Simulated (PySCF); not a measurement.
## Core-level binding energies of dimethylzinc

Species: dimethylzinc, C₂H₆Zn (singlet state).
Geometry (PBE0-D3(BJ)/def2-SVP, Å), atoms numbered from 1 in this order:
```xyz
9
C2H6Zn angstrom
C      1.9523   -0.0467    0.0668
Zn     0.0066   -0.0146    0.0390
C     -1.9387    0.0386    0.0189
H      2.3632   -0.6886   -0.7295
H      2.3680    0.9647   -0.0753
H      2.3374   -0.4276    1.0267
H     -2.3713   -0.5941    0.8114
H     -2.3491   -0.3127   -0.9420
H     -2.3106    1.0646    0.1776
```

Method: delta-SCF UKS SCAN, pcX-2 on the ionised atom, pcseg-1 elsewhere, spin-free X2C in PySCF 2.14.0. Binding energies are ΔSCF values: E(core-ionised, relaxed orbitals) − E(ground state) at a fixed geometry, referred to the vacuum level.

Question: What binding energy does each computed site have?

Answer: 
```json
{"atom(s)": "C1/C3", "environment": "methyl carbon", "level": "C 1s", "binding energy (eV)": "289.51", "count": "2"}
```

Question: Which photon wavelength matches the C 1s of C1/C3 threshold?

Answer: λ = hc/E = 12398.42 eV Å / 289.51 eV = 42.826 Å.

Question: Give the binding energy of C 1s of C1/C3 in hartree and in kJ/mol.

Answer: 289.51 eV = 10.6393 Eh = 27933 kJ/mol.

Atoms equivalent by their bonding share one computed value, that of the first of them. No level of zinc is listed. Geometry: PBE0-D3(BJ)/def2-SVP; no solvent, vibrations or thermal averaging.
